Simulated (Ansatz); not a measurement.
`C#C[Si](C)(F)F` → `C#CF` + `C[Si]F`  (silylene formation by 1,1-elimination)

Calculated with Ansatz (gas phase, PBE0-D4/def2-TZVP geometries, no zero-point term in ΔE). CCSD(T)/CBS adds triple-zeta CCSD(T) − MP2 to the extrapolated MP2 energy (def2 sets, frozen cores). This one scheme is used for every species. DFT in def2-TZVPP.

| level | ΔE (eV) | difference from CCSD(T)/CBS |
| --- | --- | --- |
| revPBE-D4 | 5.18 | -0.46 |
| BLYP-D4 | 5.17 | -0.47 |
| B97M-V | 5.54 | -0.10 |
| PBE0-D4 | 5.44 | -0.20 |
| CAM-B3LYP-D4 | 5.48 | -0.16 |
| ωB97M-V | 5.41 | -0.23 |
| PBE | 5.10 | -0.54 |
| r2SCANh | 5.67 | 0.03 |
| BHLYP | 5.54 | -0.10 |
| LC-ωPBE | 5.49 | -0.15 |
| RPA@PBE/def2-TZVPP | 5.31 | -0.33 |
| CCSD(T)/def2-SVP | 5.08 | -0.56 |
| MP2/def2-TZVPP | 5.82 | 0.18 |
| SCS-MP2/def2-QZVPP | 5.75 | 0.11 |
| HF/CBS(def2) | 5.61 | -0.03 |
| MP2/CBS(def2) | 5.90 | 0.26 |
| CCSD(T)/CBS | 5.64 | 0 |

Problem. What do rigid-rotor, harmonic-oscillator terms from PBE0-D4/def2-TZVP frequencies (298.15 K, 1 bar) make of the CCSD(T)/CBS value? (Best estimate.)

Solution. Ansatz gave: ΔZPE = -0.12 eV, ΔH = +5.55 eV, ΔS = 160 J/(mol·K), ΔG = +5.05 eV.

Largest T1 diagnostic among the species: 0.014.

From PBE to PBE0 (25 % exact exchange), in def2-TZVPP and without D4, ΔE moves by +0.26 eV. The D4 term adds +0.15 eV with B3LYP and +0.08 eV with PBE0; it sums over pairs of atoms, weighted by their polarisabilities, and B3LYP, whose exchange is more repulsive, gets the larger term.

CCSD(T)/CBS has its own doubt, a few kJ/mol and more with outer-core shells, so smaller differences from it don't rank the levels.

B3LYP here is the variant with VWN-RPA as its local correlation; programs differ in this.
